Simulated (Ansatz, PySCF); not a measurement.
Ways to break one bond of C[Si](F)(F)Cl [chloro-difluoro-methylsilane]:

A. C[Si](F)(F)Cl -> [CH3] (CH3) + F[Si](F)Cl
B. C[Si](F)(F)Cl [chloro-difluoro-methylsilane] -> [CH2][Si](F)(F)Cl + H atom
C. C[Si](F)(F)Cl → C[Si](F)F + Cl atom

Quantity: bond dissociation energy (enthalpy at 298 K, with B3LYP-D3(BJ) rigid-rotor harmonic-oscillator terms), kcal/mol. Geometries: B3LYP-D3(BJ)/def2-TZVP minima from Ansatz (a quantum-chemistry and plane-wave program), one conformer each, not searched for the lowest. Frequencies are from Ansatz or PySCF. Valence correlation only, unless marked. UHF or UKS for open shells. Spin-orbit coupling is left out. No relativistic terms. Basis-set limits of correlation are two-point, X^-3; Hartree-Fock from the larger set. [CCSD(T)-MP2]/basis is that difference in the basis named.

```
   r2SCAN0/def2-TZVPD (Ansatz)  MP2/STO-3G (Ansatz)  RI-MP2/cc-pV(T+d)Z (Ansatz)  RI-MP2/CBS(cc-pV(T+d)Z,cc-pV(Q+d)Z)+[CCSD(T)-MP2]/cc-pV(T+d)Z (Ansatz)
-  ---------------------------  -------------------  ---------------------------  ----------------------------------------------------------------------
A                         92.5                101.7                        100.6                                                                   100.9
B                         97.9                116.3                        101.5                                                                   103.5
C                        115.6                104.8                        121.0                                                                   120.7
```
